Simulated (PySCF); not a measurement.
These compounds are isomers of formula C7H7ClOSi.

A. SMILES c1([SiH3])ccc(C(=O)Cl)cc1
B. `InChI=1S/C7H7ClOSi/c8-7(9)5-3-1-2-4-6(5)10/h1-4H,10H3`
C. SMILES Cl[C@H]1[SiH2]C=C1c1ccco1

Spectrum 1. $^{13}$C{$^{1}$H} NMR (computed): δ 182.9 (C), 150.6 (C), 143.2 (CH), 141.0 (CH), 140.7 (CH), 140.1 (C), 135.9 (CH).

Spectrum 2. $^{13}$C{$^{1}$H} NMR (computed): δ 177.0 (C), 147.3 (C), 141.5 (CH), 138.1 (CH), 136.5 (C).

Spectrum 3. $^{13}$C{$^{1}$H} NMR (computed): δ 161.2 (C), 155.8 (C), 150.0 (CH), 129.5 (CH), 121.6 (CH), 118.7 (CH), 50.3 (CH).

No relativistic terms, no solvent model, fast rotation and ring inversion assumed for equivalent nuclei, single conformer. Shielding tensors at PBE0/pcSseg-1 (GIAO); GFN2-xTB geometry; PySCF 2.14.

Referencing at the same level of theory: $^{13}$C against TMS. Shifts are as computed. Against solution values, carbons near 30 ppm lie about +3 ppm off and those near 130 ppm about +5 ppm; carbons on Cl a further +6 ppm. Of 1211 compounds with measured shifts, 218 miss one by over three times the rms of a fit or turn the order of signals round; such compounds aren't used in these exercises. Carbons bonded to Cl come out too deshielded.

Q: Which spectrum belongs to which compound?

A: 1–B, 2–A, 3–C.

- Spectrum 1 (B): 7 $^{13}$C signals; δC 135.9 is an aromatic CH; δC 182.9 is a carbonyl carbon.
- Spectrum 2 (A): 5 $^{13}$C signals; δC 138.1 is an aromatic CH; δC 177.0 is a carbonyl carbon.
- Spectrum 3 (C): 7 $^{13}$C signals; δC 161.2 is a fully substituted alkene carbon; δC 129.5 is an alkene CH.
